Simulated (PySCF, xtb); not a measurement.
PbHF, SMILES [F][PbH] (connectivity only; charge and spin as stated), neutral, multiplicity 1.

Harmonic wavenumbers (cm⁻¹) from GFN2-xTB in xtb at its own minimum, in rising order: 359, 487, 1495.

Question: What does B3LYP-D3(BJ)/def2-TZVP (PySCF 2.14.0) give at its own minimum? (An estimate is asked for; the answer gives what the named calculation found.)

Answer: 509, 541, 1564. Paired by order, the mean absolute difference is 91 cm⁻¹ and the zero-point energies are 3.3 and 3.7 kcal/mol.
